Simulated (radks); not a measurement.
Charge is removed step by step from the 4s1/2 level of neutral thulium, starting from [Xe] 4f13 6s2. Calculated with a radial shooting solver on a logarithmic mesh with Libxc functionals: Dirac Kohn-Sham, BLYP, spin-unpolarised, spherical densities, finite nucleus; open shells are shared between the two j in proportion to 2j + 1; Fermi nuclear charge, rms radius 5.2256 fm. At the starting occupation the eigenvalue is -441.57 eV. Estimate the energy to remove one whole electron from this level, the eigenvalue at the end, and how far E(n) bends from a straight line.

Answer. Delta-SCF 450.56 eV; final eigenvalue -460.41 eV; the deviation from the straight line is -2.364 eV at 0.5 electron removed, the largest on the grid computed. Slater's transition state (half an electron removed) gives 450.34 eV. Integrating minus the eigenvalue over the occupation (Janak's theorem) gives 450.56 eV. The mean slope of the eigenvalue, de/dn, is 18.8 eV per electron.
